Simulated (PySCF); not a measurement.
F2Hf, SMILES [F][Hf][F], multiplicity 1. Geometry optimised at r2SCAN-D4/def2-TZVP. The spin state was assumed, not searched. The def2 effective core potentials stand for the cores of Hf; spin–orbit coupling is left out.

Computed with r2SCAN-D4/def2-TZVP (PySCF).

Harmonic wavenumbers (cm⁻¹): 119, 666, 685. Rotational constants (GHz): 16.52, 5.262, 3.991; symmetry number 2.

Task: Work out the zero-point energy and the ideal-gas rigid-rotor harmonic-oscillator thermochemistry at 298.15 K and 1 atm.

Result: ZPE = ½ Σ hcν = ½ × 1470 cm⁻¹ = 2.10 kcal/mol. H − E(el) = 5.06 kcal/mol. Entropy in cal/(mol K): translation 42.02, rotation 22.96, vibration 3.79, total 68.78. G − E(el) = -15.44 kcal/mol. Cp = 11.64 cal/(mol K). Modes under 150 cm⁻¹ make the vibrational entropy uncertain.
